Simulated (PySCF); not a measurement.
## Nd (neodymium, neutral) across methods

[Xe] 4f4 6s1 6p1, one real determinant (an excited configuration). Computed with PySCF 2.14 in x2c-TZVPPall, with scalar relativity by spin-free X2C-1e.

```json
{"method": "UHF", "E (hartree)": "-9619.56468", "mean ε 4f α (eV)": "-12.511", "mean ε 6s α (eV)": "-6.333", "mean ε 6p α (eV)": "-3.785", "Σ⟨r²⟩ (bohr²)": "101.8", "⟨S²⟩": "12.004"}
{"method": "PBE", "E (hartree)": "-9622.86", "mean ε 4f α (eV)": "-3.562", "mean ε 6s α (eV)": "-4.306", "mean ε 6p α (eV)": "-1.998", "Σ⟨r²⟩ (bohr²)": "97.42", "⟨S²⟩": "12.001"}
{"method": "LDA", "E (hartree)": "-9615.51", "mean ε 4f α (eV)": "-3.624", "mean ε 6s α (eV)": "-4.480", "mean ε 6p α (eV)": "-1.972", "Σ⟨r²⟩ (bohr²)": "96.83", "⟨S²⟩": "12.001"}
{"method": "r2SCAN", "E (hartree)": "-9623.22", "mean ε 4f α (eV)": "-3.943", "mean ε 6s α (eV)": "-4.364", "mean ε 6p α (eV)": "-2.043", "Σ⟨r²⟩ (bohr²)": "97.57", "⟨S²⟩": "12.003"}
```

Problem. Estimate the same row for PBE0.

Solution. E (hartree) = -9622.84; mean ε 4f α (eV) = -5.879; mean ε 6s α (eV) = -4.906; mean ε 6p α (eV) = -2.504; Σ⟨r²⟩ (bohr²) = 97.92; ⟨S²⟩ = 12.001.

⟨L²⟩ = 36.21 against 56 for a pure K term, so this real determinant mixes terms. Spin-orbit coupling, absent here, splits the open shell strongly.
